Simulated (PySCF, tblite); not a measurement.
Isomers of CH12N2Si4, one GFN2-xTB conformer each. Single-point energies are computed at PBE0/pcSseg-1 (PySCF, gas phase, no added dispersion term), electronic only.

```csv
SMILES,GFN2-xTB relative energy (kcal/mol)
C[Si@@]1(N)[SiH2][SiH2][Si@@H]1N,89.3
[SiH3]N([SiH3])[Si@H]1C[SiH2]N1,0.0
```

Conformers: `[CH3:1][Si@@:2]1([NH2:3])[SiH2:4][SiH2:5][Si@@H:6]1[NH2:7]` with C1–Si2–N3–H 45° and -177°, Si5–Si6–N7–H 65° and -160°, C1–Si2–Si4–Si5 115°, Si2–Si4–Si5–Si6 5°, Si4–Si5–Si6–N7 102°, C1–Si2–Si6–Si5 -110°; `[SiH3:1][N:2]([SiH3:3])[Si@H:4]1[CH2:5][SiH2:6][NH:7]1` with Si1–N2–Si4–C5 -114°.

Task: What does PBE0/pcSseg-1 give for the same structures?

Result: 
```csv
SMILES,PBE0/pcSseg-1 E (Eh),PBE0/pcSseg-1 (kcal/mol),GFN2-xTB (kcal/mol),point group
[SiH3]N([SiH3])[Si@H]1C[SiH2]N1,-1312.17404,0.0,0.0,C1
C[Si@@]1(N)[SiH2][SiH2][Si@@H]1N,-1312.13053,27.3,89.3,C1
```

Both levels put the same isomer lowest. As drawn, the higher has an Si–Si bond, which the lower lacks.

Task: Which frontier levels, dipoles and rotational constants go with these structures?

Result: 
```tsv
SMILES	HOMO (eV, PBE0/pcSseg-1)	LUMO (eV)	dipole (D)	A, B, C (MHz)
[SiH3]N([SiH3])[Si@H]1C[SiH2]N1	-7.29	-0.06	0.29	2020, 823.0, 661.7
C[Si@@]1(N)[SiH2][SiH2][Si@@H]1N	-6.45	-1.27	2.16	1345, 1047, 760.7
```

Task: What happens when harmonic zero-point energies from GFN2-xTB frequencies are added?

Result: 
```csv
SMILES,ZPE (kcal/mol),electronic (kcal/mol),with ZPE (kcal/mol)
[SiH3]N([SiH3])[Si@H]1C[SiH2]N1,75.8,0.0,0.0
C[Si@@]1(N)[SiH2][SiH2][Si@@H]1N,80.8,27.3,32.2
```

The zero-point energies span 5.0 kcal/mol. The order is unchanged.
